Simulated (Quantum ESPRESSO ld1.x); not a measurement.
The mean radii <r> (bohr) of the occupied orbitals of an atom or ion are listed with their occupations. Calculated with ld1.x of Quantum ESPRESSO 7.5: Dirac Kohn-Sham, PBE, spin-unpolarised, spherical densities, point nucleus.

| orbital | occ. | <r> |
|---|---|---|
| 1s1/2 | 2 | 0.01604 |
| 2s1/2 | 2 | 0.06689 |
| 2p1/2 | 2 | 0.05487 |
| 2p3/2 | 4 | 0.06380 |
| 3s1/2 | 2 | 0.1739 |
| 3p1/2 | 2 | 0.1644 |
| 3p3/2 | 4 | 0.1807 |
| 3d3/2 | 4 | 0.1570 |
| 3d5/2 | 6 | 0.1619 |
| 4s1/2 | 2 | 0.3840 |
| 4p1/2 | 2 | 0.3853 |
| 4p3/2 | 4 | 0.4198 |
| 4d3/2 | 4 | 0.4246 |
| 4d5/2 | 6 | 0.4356 |
| 5s1/2 | 2 | 0.8543 |
| 4f5/2 | 6 | 0.4508 |
| 4f7/2 | 8 | 0.4571 |
| 5p1/2 | 2 | 0.9130 |
| 5p3/2 | 4 | 1.005 |
| 5d3/2 | 4 | 1.267 |
| 5d5/2 | 6 | 1.312 |
| 6s1/2 | 2 | 2.177 |

Name the element and its charge. Open shells, if any, fill j = l - 1/2 first.

Answer. Z = 82, lead, charge +2: Pb2+ in [Hg]. The 1s radius gives Z: for a bare nucleus <r> = (2 gamma + 1)/(2Z) with gamma = sqrt(1 - (Z/c)^2), 0.01587 bohr for Z = 82, and screening makes it slightly larger (0.01604 here). The occupations add up to 80, and the charge is Z minus that.
